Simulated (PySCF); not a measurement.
C4H6F2O2.
Atom-mapped SMILES: `[F:1][C@@H:2]1[CH2:3][C@H:4]([F:5])[O:6][CH2:7][O:8]1` (hydrogens: H9 on C2; H10, H11 on C3; H12 on C4; H13, H14 on C7)

Computed with PySCF at CAM-B3LYP/def2-SVPD, non-relativistic, on one gas-phase PBE0-D3(BJ)/def2-SVP geometry that isn't relaxed in the solvent. The solvent is an IEF-PCM continuum (Bondi radii, 1.10 Å for H, scaled by 1.2). Specific hydrogen bonds and non-electrostatic terms are outside this model.

Gas phase at CAM-B3LYP/def2-SVPD: HOMO -10.07 eV, LUMO 1.03 eV, dipole 2.22 D.

Q: What does the continuum do to the energy, the frontier levels and the dipole at CAM-B3LYP/def2-SVPD in benzene and methanol?

A: 
```json
{"solvent": "benzene", "ε": "2.271", "E(solvent) − E(gas) (kcal/mol)": "-3.15", "polarisation term (kcal/mol)": "-3.35", "distortion of the solute (kcal/mol)": "0.20", "HOMO (eV)": "-10.00", "LUMO (eV)": "1.17", "dipole (D)": "2.51"}
{"solvent": "methanol", "ε": "32.61", "E(solvent) − E(gas) (kcal/mol)": "-6.89", "polarisation term (kcal/mol)": "-7.90", "distortion of the solute (kcal/mol)": "1.01", "HOMO (eV)": "-9.96", "LUMO (eV)": "1.25", "dipole (D)": "2.90"}
```

Polarisation term: ½ Σ q·V over the induced surface charges. Distortion: the rise of the solute's own energy as its density leaves the gas-phase optimum. From benzene to methanol the lowering changes by a factor 2.18, Onsager's factor (ε − 1)/(2ε + 1) by 2.08 and ε itself by 14.4.

Q: Which radius a makes the point-dipole formula ΔE = −[(ε − 1)/(2ε + 1)]·μ²/a³ give the value in methanol, with the gas-phase dipole?

A: μ = 0.872 au and |ΔE| = 0.01098 Eh give a = 1.70 Å; the farthest nucleus lies 2.63 Å from the centroid of the nuclei, so such a sphere wouldn't even hold the nuclei. The formula assumes a rigid point dipole at the centre of a sphere.

Q: How does the static polarisability (CAM-B3LYP/def2-SVPD, frozen core, with the continuum's full static response) change?

A: 
```json
{"medium": "gas", "isotropic (au)": "54.5", "principal values (au)": "50.6, 55.2, 57.6", "⟨r²⟩ of the electrons (bohr²)": "759.0"}
{"medium": "benzene", "isotropic (au)": "60.8", "principal values (au)": "56.8, 61.4, 64.2", "⟨r²⟩ of the electrons (bohr²)": "758.8"}
{"medium": "methanol", "isotropic (au)": "69.8", "principal values (au)": "66.7, 69.7, 72.9", "⟨r²⟩ of the electrons (bohr²)": "758.5"}
```

The isotropic value in methanol is 1.28 times the gas-phase one; no cavity-field correction is applied. ⟨r²⟩ is taken about the centre of nuclear charge.
